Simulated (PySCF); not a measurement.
C4H4OSe, SMILES O=C[C@@H]1C=C[Se]1.

Geometry: ωB97X-D3(BJ)/def2-SVP. The structure was generated by enumeration; whether it is a known compound was not checked. One conformer was computed; it need not be the lowest.

Two levels are set side by side: PBE/def2-TZVP (PySCF) and HF/def2-TZVP (PySCF). Same geometry, gas phase. Differences are taken from unrounded values.

```json
[
 {"quantity": "orbital gap (eV)", "HF": "10.93", "PBE": "2.82", "PBE minus HF": "-8.11"},
 {"quantity": "highest occupied level (eV)", "HF": "-8.78", "PBE": "-5.41", "PBE minus HF": "3.37"},
 {"quantity": "lowest empty level (eV)", "HF": "2.15", "PBE": "-2.58", "PBE minus HF": "-4.74"},
 {"quantity": "dipole moment (D)", "HF": "2.43", "PBE": "2.13", "PBE minus HF": "-0.31"},
 {"quantity": "mean polarisability (bohr³)", "HF": "68.1", "PBE": "73.7", "PBE minus HF": "5.6"}
]
```

Without exact exchange PBE keeps part of each electron's self-repulsion, which lifts occupied levels and narrows the gap. PBE's more diffuse valence density responds more strongly to a field. Differences between two approximate levels are no errors against the true value.

Rough cost on one machine, each run with all the roots and properties that it gave: HF against PBE about 1/3.
